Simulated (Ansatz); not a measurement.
System: C$_{3}$H$_{4}$NSSi (charge 0, doublet). It need not be the lowest isomer of its formula. SMILES: c1sc(n[c]1)[SiH3]
Geometry: optimised at B3LYP-D3(BJ)/def2-TZVP (Ansatz, a first-principles code).

Wanted: atomisation energy (electronic, to ground-state atoms), in kcal/mol. Cores are frozen in the correlated levels unless marked. UHF or UKS for open shells. Spin-orbit coupling is left out. No relativistic terms. The coupled-cluster limit lacks core correlation, which all-electron functionals hold. CBS marks a two-point X^-3 extrapolation of the correlation energy; Hartree-Fock from the larger set.

```csv
level,program,atomisation energy (kcal/mol)
HF/6-31G*,Ansatz,622.2
HF/cc-pV(Q+d)Z,Ansatz,635.7
PBE-D3(BJ)/def2-TZVPD,Ansatz + dftd3,973.6
revPBE-D3(BJ)/def2-TZVPD,Ansatz + dftd3,943.0
PBE0/STO-3G,Ansatz,1105.1
PBE0/def2-TZVPD,Ansatz,939.2
RPA@PBE/cc-pV(Q+d)Z,Ansatz,866.5
MP2/STO-3G,Ansatz,896.3
MP2/6-31G,Ansatz,711.5
MP2/6-31G*,Ansatz,839.8
MP2/cc-pV(D+d)Z,Ansatz,851.8
SCS-MP2/STO-3G,Ansatz,895.4
SCS-MP2/cc-pV(D+d)Z,Ansatz,836.1
CCSD(T) with core electrons (1s frozen past Ne)/cc-pwCVTZ,Ansatz,899.6
"CCSD(T)/CBS(cc-pV(T+d)Z,cc-pV(Q+d)Z)",Ansatz,926.5
```

The UHF reference is spin-contaminated (<S^2> 0.41 over the pure value in the largest basis).
